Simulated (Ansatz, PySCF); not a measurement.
Dimer: C2H4 (SMILES C=C) (first 6 atoms) with H4OSi (SMILES O[SiH3]); geometry from B3LYP-D3(BJ)/def2-TZVP, rigid monomers moved along the line of their centres of mass till H4···O7 is 4.71 Å.
(charge 0, multiplicity 1):
```
atom    x (Å)    y (Å)    z (Å)
----  -------  -------  -------
C     -0.3552  -0.4689  -0.0182
C      0.4663   0.5705   0.0029
H     -1.1645  -0.5394  -0.7351
H     -0.2469  -1.2837   0.6863
H      1.2720   0.6355   0.7235
H      0.3667   1.3942  -0.6938
O      0.6834  -1.0945   5.2990
Si    -0.3300   0.0985   5.8405
H      1.5552  -1.1628   5.6949
H     -0.4310   0.0674   7.3219
H     -1.6473  -0.1753   5.2385
H      0.1434   1.4452   5.4409
```

Counterpoise-corrected where a basis set is named; no monomer relaxation.

Cores are frozen in the correlated methods.

The values were computed with Ansatz (Gaussian orbitals); PySCF for the dispersion terms. Values without a source in brackets are computed.

PBE/def2-TZVPPD gives -0.4 kJ/mol for the interaction energy.

**Question.** How do the other levels lie against it? Give each less PBE: PBE-D3(BJ)/def2-TZVPPD, r2SCAN/def2-TZVPPD, PBE0/def2-TZVPPD, wB97M-V/def2-TZVPPD, MP2/aug-cc-pV(D+d)Z, CCSD(T)/aug-cc-pV(D+d)Z.

**Answer.** PBE-D3(BJ)/def2-TZVPPD -0.7; r2SCAN/def2-TZVPPD 0.0; PBE0/def2-TZVPPD 0.0; wB97M-V/def2-TZVPPD -0.5; MP2/aug-cc-pV(D+d)Z -0.4; CCSD(T)/aug-cc-pV(D+d)Z -0.4 kJ/mol. 2 of 6 lie above PBE; the widest gap is to PBE-D3(BJ)/def2-TZVPPD.

Ansatz is an electronic-structure program.
